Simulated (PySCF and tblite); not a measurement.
Results of a calculation; reference values are marked as such.
C6H11F, numbered as in [F:1][CH:2]1[CH2:3][CH2:4][CH2:5][CH2:6][CH2:7]1. The ensemble was built from 90 distance-geometry starts (ETKDG and KDG, MMFF94s, GFN2-xTB) and rests on PBE0-D3(BJ)/def2-SVP geometries. Energies: PBE0-D3(BJ)/def2-TZVP, with GFN2-xTB thermal terms (modes under about 100 cm⁻¹ blended into free rotors). Symmetry numbers and mirror images are counted. Conformers within 4 kcal/mol (GFN2-xTB free energy) were kept, 5 at most. GIAO shieldings: PBE0/pcSseg-1. Shifts are against TMS (¹H), TMS (¹³C), CFCl3 (¹⁹F) at the same level; of two unlike H on one atom, a is the less shielded. Run with PySCF (density fitting) and tblite.

The 6-ring runs over atoms 2–3–4–5–6–7.

| conformer | shape | point group | mirror pair | ΔE(DFT) | Δ(G−E) at 220 K | δ H3a/H7a (ppm) |
| --- | --- | --- | --- | --- | --- | --- |
| 1 | 6-ring chair (all substituents equatorial) | Cs | no | 0.00 | 0.00 | 1.97 |
| 2 | 6-ring chair (F1 axial) | Cs | no | 0.30 | 0.01 | 1.11 |

Energies in kcal/mol; the thermal term leaves out symmetry numbers and mirror images.

(1) Work out the weights at 220 K and the ¹H shift of H3a/H7a under fast exchange.

## Answers

(1) RT = 0.437 kcal/mol. Each conformer gets RT ln(σ/g), with σ the rotational symmetry number and g = 2 for a mirror pair: 1: σ = 1, g = 1, G = 0.00 + 0.00 + 0.00 = 0.00, 0.00 above the lowest, exp(−ΔG/RT) = 1.000; 2: σ = 1, g = 1, G = 0.30 + 0.01 + 0.00 = 0.31, 0.31 above the lowest, exp(−ΔG/RT) = 0.491. The sum is 1.491, so the weights are 67.0, 33.0 %. The averaged shift is 1.69 ppm. At 298.15 K it is 1.65 ppm. At 298.15 K the leading conformer alone gives 1.97 ppm and bare DFT energies give 1.65 ppm.
